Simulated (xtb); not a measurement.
CH, doublet, geometry from GFN2-xTB; xtb with GFN2-xTB with ALPB(dmf).

Here is a job for xtb.
```
$ xtb mol.xyz --gfn 2 --uhf 1 --alpb dmf --json

# file mol.xyz
2

C     -0.00000000    -0.00000000    -0.15907913
H      0.00000000     0.00000000     0.95447475
```

Output, abridged:

```
   ID    Z sym.   atoms
    1    6 C      1
    2    1 H      2

           -------------------------------------------------
          |                Calculation Setup                |
           -------------------------------------------------

           -------------------------------------------------
          |                 G F N 2 - x T B                 |
           -------------------------------------------------

      * Solvation model:               ALPB
        Solvent                        dmf
        Parameter file                 internal GFN2-xTB/ALPB
        Dielectric constant                3.7000E+01
        Reference state                gsolv [1 M gas/solution]
        Free energy shift                  6.0086E-03 Eh       3.7705E+00 kcal/mol
        Temperature                        2.9815E+02 K
        Density                            9.5000E-01 kg/L
        Solvent mass                       7.3100E+01 g/mol
        Interaction kernel             P16
        Born radius scaling (c1)           1.8540E+00
        Born radii integrator          GBOBC
        Born offset                        0.0000E+00 a0       0.0000E+00 AA
        H-bond correction              true
        Ion screening                  false
        Surface tension                    1.0000E-05 Eh       1.5569E+01 dyn/cm
        Grid points                               230 per atom

          ...................................................
          :                      SETUP                      :
          :.................................................:
          :  # basis functions                   5          :
          :  # atomic orbitals                   5          :
          :  # shells                            3          :
          :  # electrons                         5          :
          :  max. iterations                   250          :
          :  Hamiltonian                  GFN2-xTB          :
          :  restarted?                      false          :
          :  GBSA solvation                   true          :
          :  PC potential                    false          :
          :  electronic temp.          300.0000000     K    :
          :  accuracy                    1.0000000          :
          :  -> integral cutoff          0.2500000E+02      :
          :  -> integral neglect         0.1000000E-07      :
          :  -> SCF convergence          0.1000000E-05 Eh   :
          :  -> wf. convergence          0.1000000E-03 e    :
          :  Broyden damping             0.4000000          :
          :  net charge                          0          :
          :  unpaired electrons                  1          :
          ...................................................

 iter      E             dE          RMSdq      gap      omega  full diag
   1     -2.3903897 -0.239039E+01  0.135E+01    0.00       0.0  T
   2     -2.3939751 -0.358540E-02  0.816E+00    0.00       1.0  T
   3     -2.3974474 -0.347229E-02  0.144E+00    0.00       1.0  T
   4     -2.3914301  0.601735E-02  0.482E+00    0.00       1.0  T
   5     -2.3977898 -0.635967E-02  0.925E-01    0.00       1.0  T
   6     -2.3980282 -0.238418E-03  0.134E-01    0.00       1.0  T
   7     -2.3980335 -0.535450E-05  0.790E-03    0.00       9.0  T
   8     -2.3980335 -0.192473E-07  0.194E-03    0.00      36.5  T
   9     -2.3980335 -0.108645E-08  0.349E-04    0.00     202.4  T
  10     -2.3980335 -0.277609E-10  0.162E-05    0.00    4365.0  T

   *** convergence criteria satisfied after 10 iterations ***

         :::::::::::::::::::::::::::::::::::::::::::::::::::::
         ::                     SUMMARY                     ::
         :::::::::::::::::::::::::::::::::::::::::::::::::::::
         :: total energy              -2.384113643410 Eh    ::
         :: total w/o Gsasa/hb        -2.381103372063 Eh    ::
         :: gradient norm              0.001196339622 Eh/a0 ::
         :: HOMO-LUMO gap              0.000000000000 eV    ::
         ::.................................................::
         :: SCC energy                -2.398033544639 Eh    ::
         :: -> isotropic ES           -0.018761209149 Eh    ::
         :: -> anisotropic ES         -0.001947317614 Eh    ::
         :: -> anisotropic XC          0.006167394601 Eh    ::
         :: -> dispersion             -0.000100259190 Eh    ::
         :: -> Gsolv                  -0.003415845305 Eh    ::
         ::    -> Gelec               -0.000405573958 Eh    ::
         ::    -> Gsasa               -0.008043145702 Eh    ::
         ::    -> Ghb                 -0.000975722096 Eh    ::
         ::    -> Gshift               0.006008596451 Eh    ::
         :: repulsion energy           0.013919901229 Eh    ::
         :: add. restraining           0.000000000000 Eh    ::
         :: total charge               0.000000000000 e     ::
         :::::::::::::::::::::::::::::::::::::::::::::::::::::

           -------------------------------------------------
          |                Property Printout                |
           -------------------------------------------------

    * Orbital Energies and Occupations

         #    Occupation            Energy/Eh            Energy/eV
      -------------------------------------------------------------
         1        2.0000           -0.6259172             -17.0321
         2        2.0000           -0.4554283             -12.3928
         3        0.5000           -0.3877935             -10.5524 (HOMO)
         4        0.5000           -0.3877935             -10.5524 (LUMO)
         5                          0.1205529               3.2804
      -------------------------------------------------------------
                  HL-Gap            0.0000000 Eh            0.0000 eV
             Fermi-level           -0.4049045 Eh          -11.0180 eV

     #   Z          covCN         q      C6AA      α(0)
     1   6 C        0.921    -0.155    40.528    10.660
     2   1 H        0.921     0.155     1.361     1.824

 Mol. C6AA /au·bohr⁶  :         56.726163
 Mol. C8AA /au·bohr⁸  :       1466.023001
 Mol. α(0) /au        :         12.484061

Wiberg/Mayer (AO) data.
largest (>0.10) Wiberg bond orders for each atom

 ---------------------------------------------------------------------------
     #   Z sym  total        # sym  WBO       # sym  WBO       # sym  WBO
 ---------------------------------------------------------------------------
     1   6 C    0.976 --     2 H    0.976
     2   1 H    0.976 --     1 C    0.976
 ---------------------------------------------------------------------------

Topologies differ in total number of bonds
Writing topology from bond orders to xtbtopo.mol

molecular dipole:
                 x           y           z       tot (Debye)
 q only:        0.000       0.000       0.326
   full:        0.000       0.000       0.681       1.730
molecular quadrupole (traceless):
                xx          xy          yy          xz          yz          zz
 q only:       -0.245       0.000      -0.245       0.000       0.000       0.489
  q+dip:       -0.447       0.000      -0.447      -0.000      -0.000       0.894
   full:        0.139      -0.000       0.139      -0.000      -0.000      -0.279

           -------------------------------------------------
          | TOTAL ENERGY               -2.384113643410 Eh   |
          | GRADIENT NORM               0.001196339622 Eh/α |
          | HOMO-LUMO GAP               0.000000000000 eV   |
           -------------------------------------------------

normal termination of xtb
```
